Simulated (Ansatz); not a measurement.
Computed with Ansatz on PBE0-D4/def2-TZVP structures; ΔE is electronic, products minus reactants. CCSD(T)/CBS is the MP2 limit (def2-TZVPP, def2-QZVPP) plus CCSD(T) − MP2 in def2-TZVPP, frozen cores. This one scheme is used for every species. For Br outer-core shells are correlated without core-valence functions, which leaves a few kJ/mol of doubt a bond. Scalar relativity is left out up to krypton. Each species was taken in one conformer, which may not be the lowest.

Reaction (hydrogenolysis of the Si–S bond): `[SiH3][SiH](S)Br` + H₂ → `[SiH3][SiH2]Br` + H₂S

`[SiH3][SiH](S)Br`:

```xyz
9

Si    0.682    1.189    0.786
Si   -0.286   -0.384   -0.643
S    -0.433   -2.219    0.426
Br   -2.285    0.394   -1.271
H     0.734    2.500    0.089
H    -0.154    1.301    2.008
H     2.058    0.764    1.157
H     0.466   -0.597   -1.903
H    -0.781   -2.949   -0.648
```

H₂:

Cartesian coordinates in Å:
```
H -0.339 -0.102 0.119
H 0.339 0.102 -0.119
```

`[SiH3][SiH2]Br`:

Z-matrix (Å, degrees):
```
Si
Si 1 2.336
H 1 1.486 2 109.3
H 1 1.488 2 109.7 3 119.9
H 1 1.485 2 109.4 3 -120.1
Br 2 2.231 1 108.3 3 60.1
H 2 1.485 1 112.1 3 -58.4
H 2 1.485 1 112.2 3 178.6
```

H₂S:

Z-matrix (Å, degrees):
```
S
H 1 1.341
H 1 1.341 2 92.3
```

```csv
species,CCSD(T)/CBS(def2) energy (Eh)
`[SiH3][SiH](S)Br`,-3552.32885
H₂,-1.17544
`[SiH3][SiH2]Br`,-3154.51510
H₂S,-398.97279
```

**Question.** Work out ΔE.

**Answer.** ΔE = (-3154.51510) + (-398.97279) − (-3552.32885) − (-1.17544) = 0.01640 Eh = +43.1 kJ/mol.

**Question.** What do rigid-rotor, harmonic-oscillator terms from PBE0-D4/def2-TZVP frequencies (298.15 K, 1 bar) make of the CCSD(T)/CBS value? (Best estimate.)

**Answer.** Computed: ΔZPE = +8.5 kJ/mol, ΔH = +47.8 kJ/mol, ΔS = 29 J/(mol·K), ΔG = +39.2 kJ/mol.

Largest T1 diagnostic among the species: 0.010.

Leaving LDA and LC-ωPBE aside and taking each functional with its dispersion term where it has one, the values, not all of them listed here, spread over 19.2 kJ/mol, from CAM-B3LYP-D4 to revPBE-D4. LDA lies +3.3 kJ/mol from PBE without D4. At CCSD(T), def2-SVP lies −18.4 kJ/mol from the extrapolated value and def2-TZVPP −6.0 kJ/mol.
